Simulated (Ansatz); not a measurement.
Basis sets compared for [Eu(H2O)6]3+ (EuO6H12³⁺). The state is a septet with charge 3. Geometry r2SCAN-D4/def2-SVP. Ansatz on 4 threads of Arm Neoverse V2 on a shared host; times are rough, and most runs start from earlier orbitals.

```xyz
19

Eu    0.004    0.001    0.000
O    -1.402   -0.230   -1.913
H    -1.972   -0.992   -2.144
H    -1.510    0.383   -2.668
O     1.407    0.228    1.916
H     1.514   -0.387    2.670
H     1.972    0.992    2.154
O     1.745   -1.121   -1.183
H     1.727   -1.487   -2.090
H     2.631   -1.366   -0.847
O    -1.739    1.118    1.185
H    -2.625    1.366    0.849
H    -1.723    1.482    2.094
O    -0.747   -2.104    0.834
H    -1.477   -2.267    1.467
H    -0.373   -2.994    0.672
O     0.740    2.108   -0.842
H     0.360    2.995   -0.682
H     1.469    2.275   -1.474
```

In the def2 sets Eu takes a core potential; there is no spin–orbit coupling. With an open 4f shell the SCF may have ended on a state above the lowest. At PBE-D4/def2-SVP, PBE-D4/def2-TZVP the charge 3 septet is spin-contaminated (final ⟨S²⟩ up to 12.17, 12.00 for a pure state). No other spin state of charge 3 was run.

| level | functions | energy (Eh) | HOMO (eV) | LUMO (eV) | wall time |
| --- | --- | --- | --- | --- | --- |
| PBE-D4/def2-SVP | 221 | -1167.2783 | -20.24 | -20.00 | 13 s |
| PBE0-D4/def2-SVP | 221 | -1167.2172 | -22.52 | -18.60 | 36 s |

(1) Estimate the rows for PBE-D4/def2-TZVP, PBE0-D4/def2-TZVP (with forces).

Results:

(1) 
```csv
level,functions,energy (Eh),HOMO (eV),LUMO (eV),wall time
PBE-D4/def2-TZVP,350,-1167.8514,-20.45,-20.18,40 s
PBE0-D4/def2-TZVP (with forces),350,-1167.7810,-22.65,-18.48,5.9 min
```
